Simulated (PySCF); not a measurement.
4H-1,3,5-dioxazine (C3H5NO2), SMILES C1=NCOCO1.

Coordinates come from a ωB97X-D3(BJ)/def2-SVP optimisation. Other conformers were not sampled.

Method: SMD-B3LYP/def2-SVP in PySCF.

Solvation free energies are E(SMD) − E(gas) at the gas-phase geometry, for 1 M in both phases. In vacuum the dipole moment is 1.41 D.

Q: Rank water, chloroform, acetonitrile by solvation free energy, most negative first.

A: water (-7.4 kcal/mol), acetonitrile (-4.9 kcal/mol), chloroform (-3.8 kcal/mol)
